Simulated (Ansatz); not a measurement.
`C=CC[Si](F)(F)F` + H₂ → `C=CC[SiH](F)F` + H–F  (hydrogenolysis of the Si–F bond)

Calculated with Ansatz (gas phase, PBE0-D4/def2-TZVP geometries, no zero-point term in ΔE). CCSD(T)/CBS adds triple-zeta CCSD(T) − MP2 to the extrapolated MP2 energy (def2 sets, frozen cores). This one scheme is used for every species. Functionals use def2-TZVPP. One conformer a species, not always the lowest.

Is it downhill or uphill in electronic energy at CCSD(T)/CBS, and by how much? (Best estimate.)

The calculation gave: Uphill: ΔE = +137.3 kJ/mol.

What do these levels give: LDA (SPW92), PBE0-D4, r2SCANh, HF/def2-SVP, MP2/def2-SVP, MP2/CBS(def2)? (Best estimate.)

Ansatz gave: LDA (SPW92) 134.3, PBE0-D4 131.8, r2SCANh 145.2, HF/def2-SVP 119.4, MP2/def2-SVP 129.8, MP2/CBS(def2) 139.5 kJ/mol.

Largest T1 diagnostic among the species: 0.011.

From BLYP to BHLYP (50 % exact exchange), in def2-TZVPP and without D4, ΔE moves by +4.3 kJ/mol. The D4 term adds +3.5 kJ/mol with B3LYP and +1.9 kJ/mol with PBE0; it sums over pairs of atoms, weighted by their polarisabilities, and B3LYP, whose exchange is more repulsive, gets the larger term.

B3LYP here is the variant with VWN-RPA as its local correlation; programs differ in this.
